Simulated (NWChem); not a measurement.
Species: ammonium (NH₄ cation); SMILES [NH4+]

Program: NWChem. The geometry was optimised at PBE0-D3(BJ)/def2-TZVP.

**Question.** Predict the results for B3LYP/aug-pcseg-1. Quantities: highest occupied level (eV); orbital gap (eV).

**Answer.** 
```json
{
  "highest occupied level (eV)": "-22.54",
  "orbital gap (eV)": "16.02"
}
```
